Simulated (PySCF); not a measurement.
Species: C6H7NO.
SMILES: `Nc1ccc(cc1)O`

Method: TDDFT PBE0/def2-SVPD, vertical, gas phase, core orbitals frozen in the response (PySCF). One conformer (not necessarily the lowest) at the GFN2-xTB geometry, without solvent, vibrations or thermal averaging. Torsions of this conformer, `[NH2:1][c:2]1[cH:3][cH:4][c:5]([OH:6])[cH:7][cH:8]1`: H–N1–C2–C3 -160°, H–N1–C2–C3 -23°, H–O6–C5–C4 -179°.

Computed states:

| state | E (eV) | f |
| --- | --- | --- |
| S1 | 4.40 | 0.051 |
| S2 | 5.16 | 0.0026 |
| S3 | 5.19 | 0.017 |
| S4 | 5.54 | 0.170 |
| S5 | 5.95 | 0.0001 |
| S6 | 6.08 | 0.0015 |
| S7 | 6.69 | 0.0042 |
| S8 | 6.81 | 0.417 |

Broadening: Gaussians 0.5 eV wide at half height, area fixed by f = 4.319×10⁻⁹ ∫ε dν̃. The width is an assumption, not a result. The curve ends short of the highest state used, and states not computed would add to its high-energy end.

(1) What does the envelope look like, and where are its maxima?

(2) On this curve, what absorbance would a 10⁻⁴ mol/L sample give at 222 nm over a 1 cm path?

(3) Coming from long wavelengths, where does ε first pass 100 L mol⁻¹ cm⁻¹?

Answers

(1) 
E (eV), ε (L mol⁻¹ cm⁻¹) and a bar:
```
     3.65          5 
     3.74         21 
     3.83         73 
     3.92        209 #
     4.01        501 ##
     4.09        938 ###
     4.18       1600 #####
     4.27       2282 #######
     4.36       2720 #########
     4.45       2710 #########
     4.53       2328 #######
     4.62       1675 #####
     4.71       1064 ###
     4.80        705 ##
     4.89        683 ##
     4.98       1012 ###
     5.06       1624 #####
     5.15       2753 #########
     5.24       4419 ##############
     5.33       6481 #####################
     5.42       8408 ###########################
     5.50       9373 ##############################
     5.59       9097 #############################
     5.68       7456 ########################
     5.77       5145 ################
     5.86       2996 ##########
     5.94       1626 #####
     6.03        748 ##
     6.12        424 #
     6.21        570 ##
```

Maxima: 282 nm (4.40 eV), ε about 2800, made up of S1 (100%); 224 nm (5.53 eV), ε about 9500, made up of S4 (97%) (ε in L mol⁻¹ cm⁻¹; maxima over ε = 5, shares over 10%). At its high-energy end, 6.21 eV, the curve is still rising (ε about 570, from S4, S6 and S8).

(2) 222 nm is 5.585 eV, where ε is about 9200 L mol⁻¹ cm⁻¹, so A = ε c l ≈ 0.92 (Beer–Lambert, with the gas-phase spectrum and the assumed width).

(3) At about 322 nm (3.86 eV), 0.55 eV below S1.

Hardware: an x86-64 server with one thread (shared host). Cost: 27 s wall.
